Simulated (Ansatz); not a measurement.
Start from `[CH3][Zr]([CH3])([OH])[OH]` and change one element to get `[CH3][Hf]([CH3])([OH])[OH]`.

Ansatz, PBE0-D4/def2-TZVP geometries, multiplicity 1. Each molecule was computed in one conformer, which needn't be the lowest.

Elements past krypton have def2 core potentials.

| property | `[CH3][Zr]([CH3])([OH])[OH]` |
| --- | --- |
| size of the dipole moment (ωB97M-V/def2-TZVPP) / D | 2.47 |
| size of the dipole moment (PBE/def2-TZVPP) / D | 2.34 |
| LUMO energy (B3LYP/def2-TZVPP) / eV | -0.67 |
| zero-point energy (PBE0-D4/def2-TZVP) / kJ/mol | 243.9 |
| HOMO–LUMO gap (B3LYP/def2-TZVPP) / eV | 6.20 |
| HOMO–LUMO gap (PBE/def2-TZVPP) / eV | 4.41 |

Q: What does the change do to each property? (An estimate is asked.)

A: Computed: 
```csv
property,`[CH3][Hf]([CH3])([OH])[OH]`,shift
size of the dipole moment (ωB97M-V/def2-TZVPP) / D,2.50,0.03
size of the dipole moment (PBE/def2-TZVPP) / D,2.34,0.00
LUMO energy (B3LYP/def2-TZVPP) / eV,-0.26,0.41
zero-point energy (PBE0-D4/def2-TZVP) / kJ/mol,243.8,-0.1
HOMO–LUMO gap (B3LYP/def2-TZVPP) / eV,6.58,0.38
HOMO–LUMO gap (PBE/def2-TZVPP) / eV,4.85,0.44
```

Dipoles are sizes alone; their direction can turn.

Positive LUMOs are unbound, so they and the gaps depend on the basis.

B3LYP here is the variant with VWN-RPA as its local correlation; programs differ in this.
